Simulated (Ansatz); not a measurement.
`[Cl][Au]` + H₂S → `[SH][Au]` + HCl at 400 K and 1 bar (ligand exchange at the Au–Cl bond).

Calculated with Ansatz (gas phase, PBE0-D4/def2-TZVP geometries, no zero-point term in ΔE). CBS: MP2 limit from def2 TZ/QZ plus the TZ coupled-cluster correction, frozen cores. This one scheme is used for every species. def2 core potentials past Kr. For Au outer-core shells are correlated without core-valence functions, which leaves a few kJ/mol of doubt a bond.

```csv
species,CCSD(T)/CBS energy (Eh),H − E (kJ/mol),S (J/(mol·K))
`[Cl][Au]`,-595.30960,15.4,262.7
H₂S,-398.97279,53.4,215.9
`[SH][Au]`,-533.91058,38.2,287.5
HCl,-460.38127,29.6,195.4
```

H − E and S are ideal-gas, rigid-rotor, harmonic terms from PBE0-D4/def2-TZVP. 1 Eh = 2625.50 kJ/mol, R = 8.31446 J/(mol·K).

By hand: ΔE, ΔH, ΔS and ΔG.

ΔE = (-533.91058) + (-460.38127) − (-595.30960) − (-398.97279) = -0.00946 Eh = -24.8 kJ/mol. Δ(H − E) = 38.2 + 29.6 − 15.4 − 53.4 = -1.0, so ΔH = -25.8 kJ/mol. ΔS = 287.5 + 195.4 − 262.7 − 215.9 = 4.3 J/(mol·K). ΔG = -25.8 − 400 × (4.3)/1000 = -27.5 kJ/mol.

By hand: the equilibrium constant, and the temperature at which ΔG would vanish if ΔH and ΔS stayed fixed.

log₁₀ K = −ΔG/(RT ln 10) = 3.6. ΔH and −TΔS have one sign here, so there is no such temperature.

The number of gas molecules stays the same, so ΔS is small and ΔH decides. A doubt of 5 kJ/mol in ΔE shifts log₁₀ K by 0.7 here. These are equilibria of isolated gas molecules and say nothing of rates. Largest T1 diagnostic: 0.025 (customary marks: 0.02 for closed shells, 0.045 for open ones).

ΔS is within the doubt of such terms, so its sign, and with it that verdict, could turn.
